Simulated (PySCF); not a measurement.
# GeSe⁺: input and log

State: ²Π (doublet), unpaired electrons π ↑.

An equivalent input (the run itself took its basis sets from the Basis Set Exchange, started from a PBE0 density and held the occupation σ 9α 9β, πx 5α 5β, πy 5α 4β, δx 2α 2β, δy 2α 2β):

```python
from pyscf import gto, scf
mol = gto.M(atom='Ge 0 0 0; Se 0 0 2.306', basis={'Ge': 'cc-pVDZ-PP', 'Se': 'cc-pVDZ-PP'}, ecp={'Ge': 'cc-pVDZ-PP', 'Se': 'cc-pVDZ-PP'},
            charge=1, spin=1, verbose=4, symmetry='C2v')
mf = scf.UHF(mol)
mf.irrep_nelec = {'A1': (11, 11), 'A2': (2, 2), 'B1': (5, 5), 'B2': (5, 4)}
mf.conv_tol = 1e-9
mf.max_cycle = 60
mf.diis_space = 10
mf.kernel()
```

The log (some set-up lines and the per-cycle HOMO/LUMO lines removed):

```
******** <class 'pyscf.scf.uhf_symm.SymAdaptedUHF'> ********
method = SymAdaptedUHF
damping factor = 0
level_shift factor = 0
DIIS = <class 'pyscf.scf.diis.CDIIS'>
diis_start_cycle = 1
diis_space = 10
diis_damp = 0
SCF conv_tol = 1e-09
SCF conv_tol_grad = None
SCF max_cycles = 60
number electrons alpha = 23  beta = 22
Set gradient conv threshold to 3.16228e-05
init E= -664.962320820284
cycle= 1 E= -664.977314584598  delta_E= -0.015  |g|= 0.0313  |ddm|= 0.382
cycle= 2 E= -664.978361027903  delta_E= -0.00105  |g|= 0.0112  |ddm|= 0.108
cycle= 3 E= -664.97856342367  delta_E= -0.000202  |g|= 0.00611  |ddm|= 0.039
cycle= 4 E= -664.978639235476  delta_E= -7.58e-05  |g|= 0.00226  |ddm|= 0.0292
cycle= 5 E= -664.978658735576  delta_E= -1.95e-05  |g|= 0.00106  |ddm|= 0.0152
cycle= 6 E= -664.978664271962  delta_E= -5.54e-06  |g|= 0.000567  |ddm|= 0.00908
cycle= 7 E= -664.97866649115  delta_E= -2.22e-06  |g|= 0.000424  |ddm|= 0.00471
cycle= 8 E= -664.978669132346  delta_E= -2.64e-06  |g|= 0.000185  |ddm|= 0.00903
cycle= 9 E= -664.97866960479  delta_E= -4.72e-07  |g|= 7.24e-05  |ddm|= 0.00461
cycle= 10 E= -664.978669638945  delta_E= -3.42e-08  |g|= 3.99e-05  |ddm|= 0.000901
cycle= 11 E= -664.978669649658  delta_E= -1.07e-08  |g|= 1.5e-05  |ddm|= 0.00055
cycle= 12 E= -664.978669650954  delta_E= -1.3e-09  |g|= 3.8e-06  |ddm|= 0.000216
cycle= 13 E= -664.978669651011  delta_E= -5.7e-11  |g|= 9.76e-07  |ddm|= 4.11e-05
Extra cycle  E= -664.978669651013  delta_E= -1.82e-12  |g|= 5.58e-07  |ddm|= 3.56e-06
converged SCF energy = -664.978669651013  <S^2> = 0.7694319  2S+1 = 2.0193384
```

Repeating this along the bond gives Re = 2.289 Å and ωe = 336 cm⁻¹.

A point of this curve took 0.14 CPU seconds beside 0.42 for the integrals (shared host).

Spin–orbit coupling is left out. The state was picked by a PBE0 search and need not be the measured ground state.
